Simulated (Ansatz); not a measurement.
Gas-phase electronic energies from Ansatz, PBE0-D4/def2-TZVP geometries. CCSD(T)/CBS is the MP2 limit (def2-TZVPP, def2-QZVPP) plus CCSD(T) − MP2 in def2-TZVPP, frozen cores. This one scheme is used for every species. Functionals use def2-TZVPP. B3LYP here is the variant with VWN-RPA as its local correlation; programs differ in this. Each species was taken in one conformer, which may not be the lowest.

`C[Si](O)(O)O` + `CCS` → `CCS[Si](O)(O)O` + CH₄  (ligand exchange at the Si–C bond)

Question: Is it downhill or uphill in electronic energy at CCSD(T)/CBS, and by how much? (Estimate.)

Answer: Computed: Downhill: ΔE = -63.9 kJ/mol.

Question: What do these levels give: r2SCAN-D4, PBE0-D4, B3LYP-D4, ωB97X-V, PBE, B3LYP, MP2/def2-TZVPP, SCS-MP2/def2-TZVPP, HF/def2-QZVPP, MP2/def2-QZVPP, SCS-MP2/def2-QZVPP, HF/CBS(def2)? (An estimate is asked.)

Answer: Ansatz gave: r2SCAN-D4 -68.2, PBE0-D4 -67.1, B3LYP-D4 -67.3, ωB97X-V -63.1, PBE -61.4, B3LYP -56.0, MP2/def2-TZVPP -67.1, SCS-MP2/def2-TZVPP -62.9, HF/def2-QZVPP -53.0, MP2/def2-QZVPP -68.0, SCS-MP2/def2-QZVPP -63.8, HF/CBS(def2) -52.9 kJ/mol.

Largest T1 diagnostic among the species: 0.011.

In def2-TZVPP, CCSD(T) changes the Hartree–Fock value by −8.1 kJ/mol (the triples alone add −3.5 kJ/mol) and MP2 by −13.3 kJ/mol. The D4 term adds −11.2 kJ/mol with B3LYP and −6.5 kJ/mol with PBE0; it sums over pairs of atoms, weighted by their polarisabilities, and B3LYP, whose exchange is more repulsive, gets the larger term.
